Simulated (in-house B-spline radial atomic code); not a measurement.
RPA and G0W0 on Hartree-Fock: the silicon ion Si³⁺

Configuration [Ne] 3s1, highest spin, mean-field start Hartree-Fock. Computed with a B-spline radial code for spherical atoms: all electrons, non-relativistic, point nucleus, each spin shell either full or empty, empty states to l = 9 with an (l + 1/2)⁻⁴ tail; G0W0 by contour deformation at full frequency.

Command:
```bash
python run_gw.py task.json out
```
Settings (radii: box in bohr, nucleus in fm):
```
Z                        14
electrons                11
configuration            [Ne] 3s1
hamiltonian              nr
method                   hf
lmax                     9
spin_polarised           True
box_radius               14.14
intervals                48
ion_configuration        [He] 2s2 2p6
```

Run time, properties included: 1.2 s on 1 thread of Arm Neoverse V2, with other jobs on the host.

Energies (hartree):

```
                                     term       value
                         mean-field total  -286.82158
Hartree-Fock functional on these orbitals  -286.82158
                      direct second order    -0.64084
                    second-order exchange     0.23634
                         SOSEX correction      0.2212
```

What is the RPA correlation energy, and what remains with SOSEX?

RPA gives -0.58544 hartree (-1.45 eV per electron); RPA + SOSEX gives -0.36424, and the second-order doubles (MP2) -0.4045 hartree. SOSEX takes back 38 % of the RPA value.

Quasi-particle levels (eV):

```
  level  occupied  mean field  Σx - vxc     Σc  QP weight     G0W0
  3s up       yes      -44.67      0.00      ?          ?        ?
2p down       yes     -151.83      0.00   1.94      0.965  -149.90
  2p up       yes     -152.23      0.00   1.99      0.964  -150.24
3s down        no      -31.77      0.00  -1.38      0.973   -33.15
```

G0W0 = mean field + (Σx - vxc) + Σc, with Σc (partial-wave tail included) taken at the quasi-particle energy. Only the outer levels were computed. Levels of low weight are left out.

Where does G0W0 put 3s up?

At -45.68 eV, with Σc = -1.01 eV and a quasi-particle weight of 0.980. The tabulated removal energy is 45.142 eV (NIST, measured); the calculation leaves out relativity, Breit and QED terms, and what these don't explain is the method's own error.

What does it cost to remove one electron (to [He] 2s2 2p6) by differences of total energies, each species on its own start (correlation terms add to the Hartree-Fock functional)?

Hartree-Fock functional 44.64 eV, + RPA 45.45 eV, + RPA + SOSEX 44.97 eV, + second order 45.04 eV. Tabulated: 45.142 eV (NIST, measured); the calculation leaves out relativity, Breit and QED terms, and what these don't explain is the method's own error.
